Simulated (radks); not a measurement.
The mean radii <r> (bohr) of the occupied orbitals of an atom or ion are listed with their occupations. Method: scalar-relativistic Kohn-Sham, exchange-only LDA, spin-polarised, spherical densities, point nucleus; computed with a radial shooting solver on a logarithmic mesh with Libxc functionals.

| orbital | occ. | <r> |
|---|---|---|
| 1s up | 1 | 0.02973 |
| 1s down | 1 | 0.02973 |
| 2s up | 1 | 0.1267 |
| 2s down | 1 | 0.1266 |
| 2p up | 3 | 0.1102 |
| 2p down | 3 | 0.1102 |
| 3s up | 1 | 0.3071 |
| 3s down | 1 | 0.3073 |
| 3p up | 1 | 0.2970 |

Name the element and its charge. Open shells, if any, are filled with parallel spins first.

Answer. Z = 49, indium, charge +36: In36+ in [Ne] 3s2 3p1. The 1s radius gives Z: for a bare nucleus <r> = (2 gamma + 1)/(2Z) with gamma = sqrt(1 - (Z/c)^2), 0.02926 bohr for Z = 49, and screening makes it slightly larger (0.02973 here). The occupations add up to 13, and the charge is Z minus that.
